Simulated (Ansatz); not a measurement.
Kohn–Sham single points on `C=C[SiH](O)Cl`.

```yaml
crystal:
  periodic: [false, false, false]
  atoms:
    - {symbol: C, position_ang: [-1.605080, 0.303360, 0.287908]}
    - {symbol: C, position_ang: [-0.485948, -0.171304, 0.828758]}
    - {symbol: Si, position_ang: [1.034763, -0.487541, -0.173106]}
    - {symbol: O, position_ang: [0.922116, 0.150888, -1.674314]}
    - {symbol: Cl, position_ang: [2.622595, 0.338495, 0.851858]}
    - {symbol: H, position_ang: [-2.499798, 0.487233, 0.875937]}
    - {symbol: H, position_ang: [-1.674829, 0.524984, -0.773428]}
    - {symbol: H, position_ang: [-0.467587, -0.382262, 1.896415]}
    - {symbol: H, position_ang: [1.330520, -1.921159, -0.361777]}
    - {symbol: H, position_ang: [0.906248, 1.106205, -1.755050]}
basis:
  gaussian: {orbitals: def2-TZVPP}
hamiltonian: {xc: {name: B2PLYP}}
```

```sh
$ ansatz run in.yaml --threads 4 --pin off --events-out ev --progress --plain
```

Output, abridged:

```
Functional definition: B2PLYP
1466 factors; integrals over basis functions are off by at most 1.1e-3 eV
mean field evaluation 1: about -24583.5416 eV, gradient 5.7e1 eV
mean field evaluation 2: about -24583.7150 eV, gradient 5.7e1 eV
mean field evaluation 4: about -24589.7231 eV, gradient 6.5e0 eV
mean field evaluation 8: about -24589.8115 eV, gradient 4.3e-1 eV
mean field evaluation 16: about -24589.8119 eV, gradient 1.6e-4 eV
mean field -24589.81188101 eV, -903.6589190541 hartree, gradient 1.6e-6 eV, S^2 0.000000; 0 other end points of the search recorded, 0 dependent functions left out
13 core orbitals not correlated: weight in the atoms' cores, before any rotation towards them, 1.000 or more for the frozen orbitals, at most 0.000 for the correlated occupied ones
reference -24589.81205784 eV, -903.6589255524 hartree; 15, 15 occupied and 219, 219 virtual orbitals, 1466 factors
second order -28.69536166 eV of doubles, -0.00000000 eV of singles
Total energy: -24597.55980549 eV, -903.9436500269 hartree
```

Hardware: 4 threads of a server CPU on a shared host. Wall time 4.3 s, peak host memory 0.65 GiB.

Changing it to `hamiltonian: {xc: {name: CAM-B3LYP}, dispersion: d4}` (abridged; 2.9 s):

```
Functional definition: CAM-B3LYP
mean field evaluation 16: about -24606.2874 eV, gradient 5.6e-5 eV
mean field -24606.28736226 eV, -904.2643818225 hartree, gradient 5.6e-5 eV, S^2 0.000000
Total energy: -24606.49602724 eV, -904.2720501190 hartree
```

The same input with `hamiltonian: {xc: {name: B3LYP}, dispersion: d4}` and forces (abridged; 3.7 s):

```
Functional definition: B3LYP
mean field evaluation 16: about -24608.6722 eV, gradient 3.9e-4 eV
mean field -24608.67222409 eV, -904.3520238781 hartree, gradient 3.9e-5 eV, S^2 0.000000
Total energy: -24609.06276073 eV, -904.3663758351 hartree
Atom 0 force    -0.156257     0.055366    -0.040991 eV/Å
Atom 1 force     0.023296    -0.039202     0.086801 eV/Å
Atom 2 force    -0.045078    -0.278578     0.028401 eV/Å
Atom 3 force    -0.011187     0.064524    -0.100864 eV/Å
Atom 4 force     0.180153     0.089107     0.112486 eV/Å
Atom 5 force     0.056769    -0.006489    -0.052349 eV/Å
Atom 6 force    -0.012978    -0.010425     0.086403 eV/Å
Atom 7 force    -0.002093     0.012911    -0.067238 eV/Å
Atom 8 force    -0.028388     0.085806     0.006938 eV/Å
Atom 9 force    -0.004238     0.026979    -0.059587 eV/Å
Dipole moment:    -0.377876     0.183379     0.009749 e Å
```

Changing it to `hamiltonian: {xc: pbe, dispersion: d4}` and forces (abridged; 1.9 s):

```
Functional definition: PBE
mean field evaluation 16: about -24593.1606 eV, gradient 3.7e-4 eV
mean field -24593.16059500 eV, -903.7819820235 hartree, gradient 3.5e-5 eV, S^2 0.000000
Total energy: -24593.40187324 eV, -903.7908488350 hartree
Atom 0 force    -0.307690     0.125374    -0.125463 eV/Å
Atom 1 force     0.311026    -0.145121     0.119370 eV/Å
Atom 2 force    -0.020195    -0.132009     0.295643 eV/Å
Atom 3 force    -0.027781    -0.264610    -0.487783 eV/Å
Atom 4 force     0.236671     0.108775     0.164942 eV/Å
Atom 5 force    -0.195504     0.046448     0.114447 eV/Å
Atom 6 force    -0.025732     0.051342    -0.222818 eV/Å
Atom 7 force     0.015470    -0.051386     0.229629 eV/Å
Atom 8 force     0.027291    -0.178064    -0.045631 eV/Å
Atom 9 force    -0.013557     0.439250    -0.042337 eV/Å
Dipole moment:    -0.364678     0.186259     0.002654 e Å
```

The same input with `hamiltonian: {xc: {name: LC-wPBE}, dispersion: d4}` (abridged; 2.1 s):

```
WARN the engine holds no damping parameters fitted to this dispersion correction and functional, so the run takes those fitted to pbe0 (hamiltonian.dispersion, under Limitations)
Functional definition: LC-wPBE
mean field evaluation 16: about -24598.9580 eV, gradient 1.4e-4 eV
mean field -24598.95795510 eV, -903.9950310773 hartree, gradient 3.6e-5 eV, S^2 0.000000
Total energy: -24599.16253597 eV, -904.0025492855 hartree
```

The same input with `hamiltonian: {xc: {name: BHLYP}, dispersion: d4}` (abridged; 2.5 s):

```
Functional definition: BHLYP
mean field evaluation 16: about -24605.3277 eV, gradient 6.5e-5 eV
mean field -24605.32773890 eV, -904.2291163145 hartree, gradient 6.5e-5 eV, S^2 0.000000
Total energy: -24605.63114392 eV, -904.2402662431 hartree
```

B3LYP takes the VWN-RPA correlation (the form of Gaussian; ORCA's B3LYP/G).

LC-ωPBE has ω = 0.4 bohr⁻¹; the program lends it PBE0's D4 damping.
